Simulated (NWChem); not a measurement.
BeHOF; SMILES [OH][Be][F]

```xyz
4

Be     0.0033    -0.0402     0.0000
F     -0.0067    -1.4388     0.0000
O     -0.0553     1.3686     0.0000
H      0.4900     2.1605     0.0000
```
Atoms are numbered in this order, from 1.

Structure relaxed at the PBE-D3(BJ)/def2-SVP level.

Symmetry labels are those of Cs in the frame above (b1 and b2, or b-type labels, depend on it). States above −ε(HOMO) = 8.0 eV lie in this functional's continuum and hang on the basis.

**Question.** List the 4 lowest vertical singlet excitations from PBE/def2-SVPD, TDA (NWChem).

**Answer.** 
```tsv
state	energy (eV)	oscillator strength	symmetry	leading excitation (squared amplitude)
S1	6.89	0.049	a"	HOMO → LUMO (1.00)
S2	7.16	0.045	a'	HOMO−1 → LUMO (0.99)
S3	8.17	0.005	a"	HOMO → LUMO+1 (0.79)
S4	8.21	0.000	a"	HOMO → LUMO+2 (0.79)
```
